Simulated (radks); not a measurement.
Values are calculated unless marked as measured or tabulated.
Removal energies from the nickel ion Ni2+, [Ar] 3d8, by Delta-SCF beside the eigenvalue of the level emptied. Code: a radial shooting solver on a logarithmic mesh with Libxc functionals. Model: scalar-relativistic Kohn-Sham, PBEsol, spin-polarised, spherical densities, finite nucleus; Fermi nuclear charge, rms radius of each element as measured or else 0.836 A^(1/3) + 0.57 fm. Open shells are filled with parallel spins first.

3d: final configuration [Ar] 3d7; Delta-SCF (eV) 35.896; -eigenvalue (eV) 27.204
3p: final configuration [Ne] 3s2 3p5 3d8; Delta-SCF (eV) 99.300; -eigenvalue (eV) 89.688
3s: final configuration [Ne] 3s1 3p6 3d8; Delta-SCF (eV) 138.96; -eigenvalue (eV) 129.16
2p: final configuration [He] 2s2 2p5 3s2 3p6 3d8; Delta-SCF (eV) 892.24; -eigenvalue (eV) 862.92
